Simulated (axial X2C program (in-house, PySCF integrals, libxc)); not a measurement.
Outer orbitals of AsBr at 2.301 Å, TPSS

Calculated with an axial X2C code built on PySCF integrals. Spin-free means the one-electron spin-free X2C Hamiltonian; two-component (2c) means X2C with spin–orbit coupling and atomic mean-field two-electron Coulomb and Gaunt terms, so the difference of the two also holds small scalar two-electron terms. Basis: Br dyall-cv3z [8s9p6d4f1g], As dyall-cv3z [9s9p6d4f1g] (cores contracted in-house); Gaussian nuclei, density fitting, unrestricted open shells. Masses: Br 78.918 u, As 74.922 u.

The distance is close to the 2c PBE0 minimum; the highest filled and lowest empty levels are listed.

Spin-free orbitals, state M_S = 1, Λ = 0 (beyond evenly filled blocks: π+α, π-α) (Löwdin shares):

```json
{"symmetry": "σα", "occupied": "yes", "ε (eV)": "-20.78", "atomic character": "79% Br s, 10% As s, 7% As p"}
{"symmetry": "σβ", "occupied": "yes", "ε (eV)": "-20.57", "atomic character": "81% Br s, 7% As s, 7% As p"}
{"symmetry": "σα", "occupied": "yes", "ε (eV)": "-15.50", "atomic character": "74% As s, 14% Br p, 9% Br s"}
{"symmetry": "σβ", "occupied": "yes", "ε (eV)": "-14.07", "atomic character": "71% As s, 19% Br p, 7% Br s"}
{"symmetry": "σα", "occupied": "yes", "ε (eV)": "-9.10", "atomic character": "54% Br p, 34% As p, 8% As s"}
{"symmetry": "σβ", "occupied": "yes", "ε (eV)": "-8.70", "atomic character": "52% Br p, 31% As p, 13% As s"}
{"symmetry": "π-α", "occupied": "yes", "ε (eV)": "-8.27", "atomic character": "75% Br p, 22% As p, 2% As d"}
{"symmetry": "π+α", "occupied": "yes", "ε (eV)": "-8.27", "atomic character": "75% Br p, 22% As p, 2% As d"}
{"symmetry": "π-β", "occupied": "yes", "ε (eV)": "-7.84", "atomic character": "87% Br p, 10% As p, 2% As d"}
{"symmetry": "π+β", "occupied": "yes", "ε (eV)": "-7.84", "atomic character": "87% Br p, 10% As p, 2% As d"}
{"symmetry": "π-α", "occupied": "yes", "ε (eV)": "-5.61", "atomic character": "75% As p, 21% Br p"}
{"symmetry": "π+α", "occupied": "yes", "ε (eV)": "-5.61", "atomic character": "75% As p, 21% Br p"}
{"symmetry": "π-β", "occupied": "no", "ε (eV)": "-3.82", "atomic character": "87% As p, 10% Br p, 3% Br d"}
{"symmetry": "π+β", "occupied": "no", "ε (eV)": "-3.82", "atomic character": "87% As p, 10% Br p, 3% Br d"}
{"symmetry": "σα", "occupied": "no", "ε (eV)": "-2.41", "atomic character": "51% As p, 22% Br p, 11% As d"}
{"symmetry": "σβ", "occupied": "no", "ε (eV)": "-1.85", "atomic character": "52% As p, 20% Br p, 10% As d"}
```

Spinors with spin–orbit coupling (state Ω = 1):

```json
{"ω": "1/2", "occupied": "yes", "ε (eV)": "-20.79", "atomic character": "79% Br s, 10% As s, 7% As p", "λ mixture": "100% σ"}
{"ω": "-1/2", "occupied": "yes", "ε (eV)": "-20.58", "atomic character": "81% Br s, 7% As s, 7% As p", "λ mixture": "100% σ"}
{"ω": "1/2", "occupied": "yes", "ε (eV)": "-15.49", "atomic character": "74% As s, 14% Br p, 9% Br s", "λ mixture": "100% σ"}
{"ω": "-1/2", "occupied": "yes", "ε (eV)": "-14.07", "atomic character": "71% As s, 19% Br p, 7% Br s", "λ mixture": "100% σ"}
{"ω": "1/2", "occupied": "yes", "ε (eV)": "-9.12", "atomic character": "55% Br p, 33% As p, 8% As s", "λ mixture": "98% σ, 2% π"}
{"ω": "-1/2", "occupied": "yes", "ε (eV)": "-8.75", "atomic character": "56% Br p, 29% As p, 12% As s", "λ mixture": "89% σ, 11% π"}
{"ω": "-1/2", "occupied": "yes", "ε (eV)": "-8.36", "atomic character": "72% Br p, 24% As p", "λ mixture": "89% π, 11% σ"}
{"ω": "3/2", "occupied": "yes", "ε (eV)": "-8.13", "atomic character": "74% Br p, 23% As p, 2% As d", "λ mixture": "100% π"}
{"ω": "1/2", "occupied": "yes", "ε (eV)": "-7.97", "atomic character": "86% Br p, 10% As p, 2% As d", "λ mixture": "98% π, 2% σ"}
{"ω": "-3/2", "occupied": "yes", "ε (eV)": "-7.70", "atomic character": "86% Br p, 10% As p, 2% As d", "λ mixture": "100% π"}
{"ω": "-1/2", "occupied": "yes", "ε (eV)": "-5.71", "atomic character": "76% As p, 21% Br p", "λ mixture": "100% π"}
{"ω": "3/2", "occupied": "yes", "ε (eV)": "-5.49", "atomic character": "74% As p, 22% Br p", "λ mixture": "100% π"}
{"ω": "1/2", "occupied": "no", "ε (eV)": "-3.91", "atomic character": "87% As p, 10% Br p, 3% Br d", "λ mixture": "100% π"}
{"ω": "-3/2", "occupied": "no", "ε (eV)": "-3.72", "atomic character": "86% As p, 10% Br p, 3% Br d", "λ mixture": "100% π"}
{"ω": "1/2", "occupied": "no", "ε (eV)": "-2.40", "atomic character": "51% As p, 22% Br p, 11% As d", "λ mixture": "100% σ"}
{"ω": "-1/2", "occupied": "no", "ε (eV)": "-1.84", "atomic character": "52% As p, 20% Br p, 10% As d", "λ mixture": "100% σ"}
```

Q: How does the gap between the highest filled and lowest empty level change from the spin-free to the 2c table?

A: From 1.79 to 1.58 eV at TPSS, a change of -0.21 eV.

Mulliken charges and populations of the two-component result (they depend on the basis, above all on diffuse functions):

Br -0.12 e (s 7.96 p 17.11 d 10.05), As 0.12 e (s 7.96 p 14.82 d 10.08 f 0.01). ⟨Lz⟩ = 0.00 ħ and ⟨Sz⟩ = 1.00 ħ (0.07 and 0.93 on the two atoms), which add up to Ω.

Occupations by symmetry block were frozen at the best pattern of an incomplete PBE0 search. Density functionals use the spin component along the axis (collinear). PBE0 can misorder states that lie within some tenths of an eV, so this need not be the ground state of the molecule. The nearest other spin-free determinant of the search, M_S = 0, Λ = 2, lies 0.88 eV up at the distance of the search. With several unpaired electrons one determinant need not be a pure state. Open-shell Ω = 0 determinants with evenly filled partner blocks cannot be reached by this program, so the Ω shown need not be the lowest component. This is the Ω = 1 component of a π² triplet; the 0⁺ component is not one determinant and can lie lowest.
